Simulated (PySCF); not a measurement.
# Molybdenum: a sound run and one with changed settings

Sound run: Mo⁺ [Kr] 4d5, Mo²⁺ [Kr] 4d4. All numbers are calculated (PySCF 2.14, the spin-free X2C one-electron Hamiltonian (Gaussian nucleus), in x2c-SVPall). In the sound run the correlated levels freeze [Kr]. The sound run starts from symmetry-adapted Hartree-Fock orbitals and uses a fine grid where one is needed.

Changed run: initial guess 1e, at most 50 SCF cycles, level shift 0.1 hartree.

| species | method | sound run (hartree) | changed run (hartree) | converged |
| --- | --- | --- | --- | --- |
| Mo⁺ | UHF | -4045.59487 | -4045.59487 | yes |
| Mo⁺ | TPSS | -4047.56232 | -4047.56232 | yes |
| Mo⁺ | r2SCAN | -4047.72176 | -4047.72176 | yes |
| Mo⁺ | MP2 | -4045.64155 | -4045.63885 | yes |
| Mo²⁺ | UHF | -4045.03901 | -4045.03901 | yes |
| Mo²⁺ | TPSS | -4046.96419 | -4046.96419 | no |
| Mo²⁺ | r2SCAN | -4047.11864 | -4047.11864 | yes |
| Mo²⁺ | MP2 | -4045.06602 | -4045.06461 | yes |

Ionisation energy of Mo⁺:

```csv
method,sound run (eV),changed run (eV)
UHF,15.126,15.126
r2SCAN,16.412,16.412
MP2,15.661,15.626
SCS-MP2,15.304,15.292
```

A level shift leaves the converged SCF energy unchanged but raises the virtual orbital energies, which shrinks MP2 if it is not removed.

For comparison, NIST gives 16.16 ± 0.12 eV between the lowest levels.
